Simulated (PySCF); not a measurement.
Record of a relaxation.

Compound: CH9NOSi2.
SMILES with atom numbers: `[CH3:1][Si@H:2]([OH:3])[SiH2:4][NH2:5]` (hydrogens: H6, H7, H8 on C1; H9 on Si2; H10 on O3; H11, H12 on Si4; H13, H14 on N5)

Computed by this run: PBE0-D3(BJ)/def2-SVP geometry optimisation, gas phase in PySCF; density fitting, grid level 1; the optimiser is geomeTRIC in internal coordinates, started from a GFN2-xTB structure with every atom displaced at random (about 0.01 Å). The frame can shift and turn from step to step; on so coarse a grid that alone can change the energy by a few meV, and forces under 0.02 eV/Å are noise.

Step 0: E = -20457.4026 eV, largest atomic force 2.308 eV/Å
```
atom  x, y, z in Å  |  force x, y, z in eV/Å
C1      2.055   -0.224    0.400   -1.302   1.837  -0.505
Si2     0.598    0.254   -0.779    1.991  -0.183   0.767
O3      0.218    1.846   -0.621   -0.336   1.319   0.339
Si4    -1.348   -0.810   -0.357   -1.484  -0.517   0.496
N5     -2.051   -0.149    1.080   -0.311   0.713   0.685
H6      2.285   -1.245    0.306    0.486  -1.878  -0.147
H7      2.947    0.371    0.185    0.237   0.123  -0.243
H8      1.783   -0.010    1.428   -0.208  -0.018   0.562
H9      1.132    0.068   -2.122    0.143  -0.393  -0.864
H10     0.908    2.522   -0.650   -0.168  -0.309  -0.030
H11    -1.247   -2.243   -0.028    0.356  -0.541  -0.154
H12    -2.299   -0.759   -1.501    0.031   0.058  -0.507
H13    -2.943   -0.497    1.445    0.436  -0.101  -0.273
H14    -2.046    0.861    1.207    0.129  -0.108  -0.126
```

Step 1: E = -20457.6880 eV, largest atomic force 0.329 eV/Å
```
atom  x, y, z in Å  |  force x, y, z in eV/Å
C1      1.976   -0.226    0.425   -0.111  -0.112  -0.117
Si2     0.609    0.268   -0.784    0.329   0.008   0.005
O3      0.178    1.884   -0.588   -0.127  -0.072   0.090
Si4    -1.389   -0.853   -0.365   -0.109  -0.033   0.010
N5     -1.962   -0.086    1.085   -0.094  -0.083   0.088
H6      2.216   -1.303    0.325   -0.035   0.229   0.001
H7      2.896    0.349    0.234    0.062  -0.019  -0.035
H8      1.671   -0.036    1.464   -0.075  -0.033   0.029
H9      1.129    0.043   -2.176   -0.005  -0.030   0.003
H10     0.887    2.531   -0.615    0.065   0.022  -0.022
H11    -1.191   -2.309   -0.086    0.068  -0.036   0.012
H12    -2.302   -0.808   -1.561   -0.015   0.042  -0.029
H13    -2.828   -0.395    1.513    0.006  -0.017   0.009
H14    -1.897    0.924    1.121    0.041   0.134  -0.044
```

Step 2: E = -20457.6954 eV, largest atomic force 0.096 eV/Å
```
atom  x, y, z in Å  |  force x, y, z in eV/Å
C1      1.971   -0.225    0.418    0.010   0.009   0.010
Si2     0.617    0.266   -0.787    0.083  -0.015  -0.046
O3      0.172    1.876   -0.573   -0.051   0.013   0.042
Si4    -1.386   -0.856   -0.361   -0.062  -0.015  -0.002
N5     -1.962   -0.079    1.085   -0.028   0.006   0.032
H6      2.212   -1.296    0.310    0.006   0.028  -0.004
H7      2.894    0.349    0.237    0.009  -0.020   0.009
H8      1.650   -0.049    1.456   -0.022  -0.020  -0.008
H9      1.136    0.044   -2.180   -0.010  -0.002   0.000
H10     0.880    2.526   -0.600    0.013   0.002  -0.015
H11    -1.171   -2.312   -0.079    0.024   0.008   0.009
H12    -2.300   -0.809   -1.558    0.003   0.013   0.003
H13    -2.826   -0.386    1.519    0.009   0.000  -0.001
H14    -1.896    0.935    1.106    0.017  -0.007  -0.029
```

Step 3: E = -20457.6972 eV, largest atomic force 0.041 eV/Å
```
atom  x, y, z in Å  |  force x, y, z in eV/Å
C1      1.971   -0.228    0.416    0.019   0.035   0.011
Si2     0.621    0.266   -0.791   -0.007  -0.031  -0.015
O3      0.161    1.870   -0.561   -0.003   0.027   0.015
Si4    -1.384   -0.859   -0.360   -0.011  -0.002  -0.008
N5     -1.957   -0.073    1.083    0.006   0.007   0.004
H6      2.217   -1.294    0.298    0.010  -0.038  -0.009
H7      2.895    0.349    0.251   -0.007  -0.001   0.017
H8      1.636   -0.068    1.452   -0.005  -0.007  -0.006
H9      1.137    0.052   -2.186   -0.004   0.013   0.001
H10     0.865    2.525   -0.592   -0.007   0.000  -0.010
H11    -1.158   -2.312   -0.071    0.000   0.009   0.006
H12    -2.300   -0.814   -1.555    0.004  -0.005   0.004
H13    -2.821   -0.375    1.522   -0.001   0.006  -0.002
H14    -1.889    0.941    1.087    0.005  -0.012  -0.006
```

Step 4: E = -20457.6982 eV, largest atomic force 0.043 eV/Å
```
atom  x, y, z in Å  |  force x, y, z in eV/Å
C1      1.970   -0.231    0.414    0.013   0.012   0.000
Si2     0.621    0.267   -0.793   -0.038  -0.020   0.006
O3      0.150    1.867   -0.549    0.020   0.015   0.003
Si4    -1.382   -0.863   -0.359    0.015   0.007  -0.008
N5     -1.950   -0.067    1.080    0.017   0.003  -0.009
H6      2.224   -1.295    0.283    0.006  -0.032  -0.008
H7      2.893    0.352    0.266   -0.011   0.011   0.013
H8      1.623   -0.089    1.449    0.003  -0.002   0.000
H9      1.136    0.067   -2.190    0.002   0.016  -0.001
H10     0.849    2.527   -0.586   -0.013   0.000  -0.007
H11    -1.150   -2.314   -0.063   -0.011   0.004   0.004
H12    -2.300   -0.823   -1.552    0.002  -0.015   0.001
H13    -2.814   -0.361    1.523   -0.006   0.007  -0.002
H14    -1.878    0.947    1.071    0.000  -0.007   0.007
```

Step 5: E = -20457.6993 eV, largest atomic force 0.049 eV/Å
```
atom  x, y, z in Å  |  force x, y, z in eV/Å
C1      1.969   -0.237    0.411    0.001  -0.023  -0.009
Si2     0.620    0.268   -0.794   -0.044   0.005   0.021
O3      0.133    1.861   -0.531    0.032  -0.007  -0.004
Si4    -1.378   -0.872   -0.359    0.028   0.016  -0.004
N5     -1.939   -0.058    1.074    0.014  -0.003  -0.017
H6      2.238   -1.295    0.257    0.001  -0.005  -0.004
H7      2.887    0.360    0.289   -0.010   0.018   0.004
H8      1.608   -0.125    1.445    0.008   0.002   0.005
H9      1.135    0.093   -2.194    0.006   0.012  -0.002
H10     0.822    2.531   -0.577   -0.011   0.001  -0.004
H11    -1.141   -2.318   -0.048   -0.014  -0.003   0.002
H12    -2.299   -0.842   -1.550   -0.002  -0.019  -0.002
H13    -2.804   -0.339    1.522   -0.008   0.004  -0.003
H14    -1.858    0.955    1.048    0.000   0.001   0.017
```

Step 6: E = -20457.6999 eV, largest atomic force 0.039 eV/Å
```
atom  x, y, z in Å  |  force x, y, z in eV/Å
C1      1.969   -0.243    0.407   -0.009  -0.037  -0.009
Si2     0.618    0.269   -0.792   -0.026   0.020   0.018
O3      0.120    1.857   -0.513    0.026  -0.019  -0.001
Si4    -1.374   -0.879   -0.358    0.018   0.018   0.001
N5     -1.931   -0.050    1.067    0.000  -0.005  -0.017
H6      2.252   -1.294    0.232    0.000   0.015  -0.001
H7      2.879    0.371    0.306   -0.005   0.016  -0.004
H8      1.600   -0.158    1.441    0.009   0.002   0.005
H9      1.134    0.118   -2.194    0.004   0.003  -0.002
H10     0.800    2.535   -0.568   -0.005   0.002  -0.002
H11    -1.138   -2.323   -0.035   -0.007  -0.005   0.000
H12    -2.296   -0.862   -1.548   -0.003  -0.015  -0.003
H13    -2.800   -0.320    1.516   -0.005   0.001  -0.003
H14    -1.841    0.961    1.032    0.003   0.003   0.015
```

Step 7: E = -20457.7003 eV, largest atomic force 0.030 eV/Å
```
atom  x, y, z in Å  |  force x, y, z in eV/Å
C1      1.972   -0.247    0.403   -0.012  -0.027  -0.003
Si2     0.616    0.271   -0.788   -0.001   0.020   0.007
O3      0.114    1.855   -0.496    0.011  -0.017   0.006
Si4    -1.372   -0.885   -0.357    0.000   0.013   0.005
N5     -1.931   -0.046    1.062   -0.014  -0.004  -0.011
H6      2.268   -1.291    0.210    0.002   0.019   0.001
H7      2.872    0.382    0.313    0.001   0.007  -0.007
H8      1.602   -0.184    1.438    0.005   0.000   0.002
H9      1.132    0.138   -2.192    0.000  -0.005  -0.001
H10     0.787    2.538   -0.560    0.001   0.002  -0.001
H11    -1.137   -2.326   -0.023    0.004  -0.003   0.000
H12    -2.292   -0.879   -1.549   -0.002  -0.005  -0.003
H13    -2.804   -0.307    1.507    0.000  -0.001  -0.002
H14    -1.833    0.965    1.026    0.005   0.001   0.008
```

Step 8: E = -20457.7005 eV, largest atomic force 0.021 eV/Å
```
atom  x, y, z in Å  |  force x, y, z in eV/Å
C1      1.976   -0.249    0.399   -0.008  -0.006   0.003
Si2     0.614    0.273   -0.783    0.016   0.008  -0.003
O3      0.112    1.854   -0.480   -0.003  -0.005   0.011
Si4    -1.372   -0.887   -0.355   -0.014   0.005   0.006
N5     -1.939   -0.044    1.057   -0.020  -0.002  -0.006
H6      2.283   -1.288    0.192    0.003   0.011   0.000
H7      2.869    0.391    0.312    0.004  -0.002  -0.006
H8      1.612   -0.202    1.437    0.001  -0.002  -0.001
H9      1.128    0.150   -2.189   -0.005  -0.008  -0.001
H10     0.782    2.541   -0.552    0.004   0.002  -0.001
H11    -1.137   -2.327   -0.015    0.011   0.000   0.000
H12    -2.288   -0.893   -1.551    0.001   0.003  -0.002
H13    -2.816   -0.301    1.497    0.003  -0.002  -0.001
H14    -1.834    0.966    1.025    0.006  -0.002   0.000
```

Question: Summarise the path.

Answer: The energy falls by 6.87 kcal/mol from step 0 to step 8; nine tenths of that is first reached at step 1. It falls at every step. The largest force goes from 2.308 to 0.021 eV/Å. Among the bonds Si2–Si4 changes most, from 2.258 to 2.339 Å; the atoms move by 0.168 Å rms after alignment.

The cost below is that of the whole optimisation. The run took 55 s on Arm Neoverse V1, one thread, shared host, and the process peaked at 0.51 GiB of memory.
